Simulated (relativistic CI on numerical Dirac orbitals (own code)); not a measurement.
**Zr²⁺: L-alpha,beta X-ray emission**

Computed with this model: Dirac-Coulomb-Breit CI, orbitals from a KLI potential per configuration, model QED, valence Slater integrals scaled by 0.9, multiplet model of X-ray emission after core ionisation; configurations [Kr] 4d2 → [He] 2s2 2p5 3s2 3p6 3d10 4s2 4p6 4d2 → [Ar] 3d9 4s2 4p6 4d2; 300 K; Lorentzian 2.8 eV and Gaussian 0.6 eV FWHM. Energies are those of the free ion, without screening or charge transfer. S is read from ⟨S²⟩ = S(S + 1).

free ion: ground-state S = 1.00, centroid 2071.59 eV. Peaks (eV, height): 2044.0 (100), 2126.0 (51).

Strongest unbroadened transitions for free ion:

```
Energy (eV)  Relative strength
    2043.66               33.1
    2043.68               16.2
    2043.69               13.5
    2043.72               12.7
    2043.83               23.5
    2043.87              100.0
    2043.94               17.6
    2043.97               17.7
    2043.98               20.5
    2044.03               18.8
    2044.07               43.1
    2044.08               24.7
    2044.12               15.2
    2044.16               24.5
    2125.86               31.4
    2126.16               80.0
    2126.27               19.1
    2126.65               20.3
```
